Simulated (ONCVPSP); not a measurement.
Scattering properties, ONCV potential for Zn

* Element: zinc
* Generator: ONCVPSP 4.0.1
* Type: optimised norm-conserving Vanderbilt (ONCV)
* Functional: Wu-Cohen
* Relativity: scalar-relativistic
* Frozen core: [Ar]
* Valence charge: 12
* Reference configuration: 3d10 4s1.5 4p0.5
* Partial waves: 4s: rc 1.80 bohr, ncon 3, nbas 7, qcut 3.1 1/bohr, 2 projectors, debl 1.6 Ha; 4p: rc 2.45 bohr, ncon 5, nbas 9, qcut 4 1/bohr, 2 projectors, debl 1.2 Ha; 3d: rc 0.80 bohr, ncon 4, nbas 8, qcut 17.6 1/bohr, 2 projectors, debl 0.9 Ha
* Local potential: polynomial inside 0.50 bohr (lpopt 5, dvloc0 0 Ha)
* Core correction: Teter function, fcfact 5, rcfact 1.8

The phase is arctan(r·R′/R) of the radial function R(r), unwrapped; energies in Ha, scanned from -2 to 5 Ha. A pole is an energy at which the radial function vanishes at the test radius. The pseudo phase is shifted by a multiple of π to meet the all-electron one at the reference energy, and phase errors are pseudo minus all-electron; the curves can meet again beyond the range given. Levels narrower than the energy grid can be missing from the lists of poles.

For each channel, where are the poles, and over which energies does the pseudopotential scatter like the atom?

```json
{"channel": "s", "radius (bohr)": "1.83", "reference energy (Ha)": "-0.25", "poles, all-electron": "2.41", "poles, pseudo": "2.39, 4.29", "unbroken range about the reference energy with phases within 0.05 rad": "below 3.4", "phase error 1 Ha above the reference energy (rad)": "-0.000"}
{"channel": "p", "radius (bohr)": "2.48", "reference energy (Ha)": "-0.06", "poles, all-electron": "1.12", "poles, pseudo": "1.12, 4.77", "unbroken range about the reference energy with phases within 0.05 rad": "below 2.5", "phase error 1 Ha above the reference energy (rad)": "-0.000"}
{"channel": "d", "radius (bohr)": "0.81", "reference energy (Ha)": "-0.42", "poles, all-electron": "3.84", "poles, pseudo": "3.84", "unbroken range about the reference energy with phases within 0.05 rad": "the whole range", "phase error 1 Ha above the reference energy (rad)": "-0.000"}
```

Note: ghosts flagged at negative energy: s at -495.7 eV, p at -139.3 eV; GHOST(+) flagged for s at 109.8 eV. A true bound ghost makes a file unfit for plane-wave use.

Phases in the s channel:

| E (Ha) | all-electron | pseudo |
| --- | --- | --- |
| -1.98 | 1.087 | 1.083 |
| -1.80 | 1.040 | 1.037 |
| -1.62 | 0.981 | 0.978 |
| -1.44 | 0.905 | 0.903 |
| -1.26 | 0.806 | 0.803 |
| -1.08 | 0.672 | 0.670 |
| -0.90 | 0.489 | 0.488 |
| -0.72 | 0.245 | 0.244 |
| -0.54 | -0.054 | -0.054 |
| -0.36 | -0.368 | -0.368 |
| -0.18 | -0.643 | -0.642 |
| 0.00 | -0.855 | -0.855 |
| 0.18 | -1.012 | -1.012 |
| 0.36 | -1.128 | -1.128 |
| 0.54 | -1.216 | -1.216 |
| 0.72 | -1.284 | -1.284 |
| 0.90 | -1.338 | -1.338 |
| 1.08 | -1.382 | -1.382 |
| 1.26 | -1.419 | -1.419 |
| 1.44 | -1.450 | -1.450 |
| 1.62 | -1.478 | -1.478 |
| 1.80 | -1.502 | -1.502 |
| 1.98 | -1.524 | -1.525 |
| 2.16 | -1.544 | -1.545 |
| 2.34 | -1.563 | -1.565 |
| 2.52 | -1.581 | -1.584 |
| 2.70 | -1.599 | -1.604 |
| 2.88 | -1.616 | -1.624 |
| 3.06 | -1.633 | -1.647 |
| 3.24 | -1.651 | -1.674 |
| 3.42 | -1.669 | -1.712 |
| 3.60 | -1.688 | -1.779 |
| 3.78 | -1.708 | -2.002 |
| 3.96 | -1.730 | -4.182 |
| 4.14 | -1.755 | -4.634 |
| 4.32 | -1.784 | -4.724 |
| 4.50 | -1.818 | -4.771 |
| 4.68 | -1.859 | -4.804 |
| 4.86 | -1.910 | -4.832 |
